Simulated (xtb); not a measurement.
C₃H₉B, triplet, at a GFN2-xTB geometry (a higher spin typed on purpose: for a closed-shell molecule this is an excited state); xtb with GFN1-xTB.

xtb was given this input:
```
$ xtb mol.xyz --gfn 1 --uhf 2 --json

# file mol.xyz
13

B      0.05650358     0.39417268     0.34215853
C      1.41954857    -0.13518450    -0.48372115
H      1.23896787    -1.03247355    -1.07187377
H      2.08937162    -0.36474791     0.33933365
H      1.85126810     0.63004949    -1.11693327
C     -0.56583753    -0.64972355     1.37286759
H     -0.79811715    -1.61888125     0.91410609
H     -1.49285218    -0.28887489     1.82201511
H      0.10206547    -0.85538698     2.21126460
C     -0.85670585     0.67333727    -1.03925510
H     -1.79304235     1.01427906    -0.60819344
H     -1.02816575    -0.22719148    -1.62518173
H     -0.43404466     1.44178876    -1.67467795
```

It wrote (shortened):

```
   ID    Z sym.   atoms
    1    5 B      1
    2    6 C      2, 6, 10
    3    1 H      3-5, 7-9, 11-13

           -------------------------------------------------
          |                Calculation Setup                |
           -------------------------------------------------

           -------------------------------------------------
          |                 G F N 1 - x T B                 |
           -------------------------------------------------

          ...................................................
          :                      SETUP                      :
          :.................................................:
          :  # basis functions                  34          :
          :  # atomic orbitals                  34          :
          :  # shells                           26          :
          :  # electrons                        24          :
          :  # halogen bonds                     0          :
          :  max. iterations                   250          :
          :  Hamiltonian                  GFN1-xTB          :
          :  restarted?                      false          :
          :  GBSA solvation                  false          :
          :  PC potential                    false          :
          :  electronic temp.          300.0000000     K    :
          :  accuracy                    1.0000000          :
          :  -> integral cutoff          0.2500000E+02      :
          :  -> integral neglect         0.1000000E-07      :
          :  -> SCF convergence          0.1000000E-05 Eh   :
          :  -> wf. convergence          0.2000000E-04 e    :
          :  Broyden damping             0.4000000          :
          :  net charge                          0          :
          :  unpaired electrons                  2          :
          ...................................................

 iter      E             dE          RMSdq      gap      omega  full diag
   1    -12.6179504 -0.126180E+02  0.766E+00    3.57       0.0  T
   2    -12.6324732 -0.145227E-01  0.465E+00    3.94       1.0  T
   3    -12.6328418 -0.368657E-03  0.461E-01    4.21       1.0  T
   4    -12.6338462 -0.100441E-02  0.839E-02    4.08       1.0  T
   5    -12.6338915 -0.452892E-04  0.433E-02    4.09       1.0  T
   6    -12.6339072 -0.156835E-04  0.119E-03    4.08      23.3  T
   7    -12.6339072 -0.333522E-08  0.403E-04    4.09      68.9  T
   8    -12.6339072 -0.483130E-09  0.172E-04    4.09     161.5  T
   9    -12.6339072 -0.417835E-10  0.394E-05    4.09     704.3  T

   *** convergence criteria satisfied after 9 iterations ***

 transition dipole moment (au) for excitation:          12          13
     X       Y       Z
  -0.1229   0.0437  -0.0300  total (au/Debye):    0.134   0.340
 dE (eV)             :    3.713
 oscillator strength :  0.23054E-02

         :::::::::::::::::::::::::::::::::::::::::::::::::::::
         ::                     SUMMARY                     ::
         :::::::::::::::::::::::::::::::::::::::::::::::::::::
         :: total energy             -12.457264078743 Eh    ::
         :: gradient norm              0.011951047064 Eh/a0 ::
         :: HOMO-LUMO gap              4.085107683919 eV    ::
         ::.................................................::
         :: SCC energy               -12.633907196092 Eh    ::
         :: -> electrostatic           0.002252873704 Eh    ::
         :: repulsion energy           0.180290217780 Eh    ::
         :: dispersion energy         -0.003647100431 Eh    ::
         :: halogen bond corr.         0.000000000000 Eh    ::
         :: add. restraining           0.000000000000 Eh    ::
         :: total charge               0.000000000000 e     ::
         :::::::::::::::::::::::::::::::::::::::::::::::::::::

           -------------------------------------------------
          |                Property Printout                |
           -------------------------------------------------

    * Orbital Energies and Occupations

         #    Occupation            Energy/Eh            Energy/eV
      -------------------------------------------------------------
         1        2.0000           -0.6354735             -17.2921
         2        2.0000           -0.6239921             -16.9797
         3        2.0000           -0.6032166             -16.4144
         4        2.0000           -0.5389610             -14.6659
         5        2.0000           -0.5345571             -14.5460
         6        2.0000           -0.5312652             -14.4565
         7        2.0000           -0.5210184             -14.1776
         8        2.0000           -0.5134966             -13.9730
         9        2.0000           -0.4930831             -13.4175
        10        2.0000           -0.4889180             -13.3041
        11        2.0000           -0.4423282             -12.0364
        12        1.0000           -0.4164576             -11.3324
        13        1.0000           -0.2800200              -7.6197 (HOMO)
        14                         -0.1298950              -3.5346 (LUMO)
        15                         -0.1272648              -3.4631
        16                         -0.1098267              -2.9885
        17                         -0.0798671              -2.1733
        18                         -0.0699746              -1.9041
        19                         -0.0579852              -1.5779
        20                         -0.0474647              -1.2916
        21                         -0.0366914              -0.9984
        22                         -0.0300682              -0.8182
        23                          0.0480483               1.3075
        24                          0.1210500               3.2939
       ...                                ...                  ...
        34                          0.5037964              13.7090
      -------------------------------------------------------------
                  HL-Gap            0.1501249 Eh            4.0851 eV
             Fermi-level           -0.3171752 Eh           -8.6308 eV

  Mulliken/CM5 charges         n(s)   n(p)   n(d)
     1B    -0.03242 -0.24778   1.124  1.909  0.000
     2C    -0.06052 -0.16135   1.054  3.007  0.000
     3H     0.03598  0.09124   0.964  0.000  0.000
     4H     0.05269  0.11065   0.947  0.000  0.000
     5H     0.02857  0.08420   0.971  0.000  0.000
     6C    -0.16065 -0.24697   1.032  3.129  0.000
     7H     0.02274  0.07764   0.977  0.000  0.000
     8H     0.02846  0.08382   0.972  0.000  0.000
     9H     0.02846  0.08382   0.972  0.000  0.000
    10C    -0.06052 -0.16135   1.054  3.007  0.000
    11H     0.05269  0.11065   0.947  0.000  0.000
    12H     0.03598  0.09124   0.964  0.000  0.000
    13H     0.02857  0.08420   0.971  0.000  0.000

Wiberg/Mayer (AO) data.
largest (>0.10) Wiberg bond orders for each atom

 ---------------------------------------------------------------------------
     #   Z sym  total        # sym  WBO       # sym  WBO       # sym  WBO
 ---------------------------------------------------------------------------
     1   5 B    2.719 --     6 C    1.031     2 C    0.734    10 C    0.734
     2   6 C    3.868 --     5 H    0.988     3 H    0.977     4 H    0.952
                             1 B    0.734    10 C    0.169
     3   1 H    1.004 --     2 C    0.977
     4   1 H    1.020 --     2 C    0.952
     5   1 H    1.020 --     2 C    0.988
     6   6 C    3.971 --     1 B    1.031     7 H    0.964     8 H    0.960
                             9 H    0.960
     7   1 H    1.002 --     6 C    0.964
     8   1 H    1.016 --     6 C    0.960
     9   1 H    1.016 --     6 C    0.960
    10   6 C    3.868 --    13 H    0.988    12 H    0.977    11 H    0.952
                             1 B    0.734     2 C    0.169
    11   1 H    1.020 --    10 C    0.952
    12   1 H    1.004 --    10 C    0.977
    13   1 H    1.020 --    10 C    0.988
 ---------------------------------------------------------------------------

Topologies differ in total number of bonds
Writing topology from bond orders to xtbtopo.mol

 dipole moment from electron density (au)
     X       Y       Z
   0.0517  -0.2480  -0.5727  total (Debye):    1.592

           -------------------------------------------------
          | TOTAL ENERGY              -12.457264078743 Eh   |
          | GRADIENT NORM               0.011951047064 Eh/α |
          | HOMO-LUMO GAP               4.085107683919 eV   |
           -------------------------------------------------

normal termination of xtb
```
